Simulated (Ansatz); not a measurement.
This geometry of ClF2GeH + H2S (8 atoms, charge 0, multiplicity 1) is a first-order saddle point.

Method: RKS BLYP-D4/def2-SVP in Ansatz.

```xyz
8
Properties=species:S:1:pos:R:3
Ge 0.116 -0.300 -0.143
F 0.110 -0.051 1.891
H 1.464 0.259 -0.646
F -0.971 1.086 -0.098
Cl -1.096 -1.511 -1.527
S 1.069 -2.369 0.997
H -0.127 -3.021 0.971
H 0.547 -1.122 1.961
```

Task: Which two structures does it join? (They come from a converged band through this point; their orientation in space is the band's.)

Result: Bonds broken: Ge1–F2, S6–H8. Bonds formed: Ge1–S6, F2–H8. ClF2GeH + H2S becomes ClFGeH2S + FH.

Initial state:

```xyz
8
Properties=species:S:1:pos:R:3
Ge -0.123 0.178 -0.158
F -0.296 0.159 1.587
H 1.344 0.135 -0.605
F -0.818 1.716 -0.619
Cl -1.421 -1.348 -0.981
S 1.419 -2.698 1.244
H 0.254 -3.232 0.782
H 0.752 -1.938 2.158
```

Final state:

```xyz
8
Properties=species:S:1:pos:R:3
Ge 0.035 -0.581 -0.377
F 1.080 0.223 2.258
H 1.181 0.431 -0.546
F -1.369 0.125 0.401
Cl -0.705 -1.227 -2.325
S 0.648 -2.414 0.819
H -0.635 -2.879 0.876
H 0.878 -0.705 2.301
```

Task: How far does it lie above each of them?

Result: 1.06 eV above the first and 0.77 eV above the second. This is the barrier of this one path; another mechanism may lie lower. The orbitals stay closed-shell, which can raise the energy where a bond breaks towards radicals; this wasn't checked here.

Time of the run: 78 s on 4 threads of Arm Neoverse V1, on a shared host, peak memory 0.17 GiB.
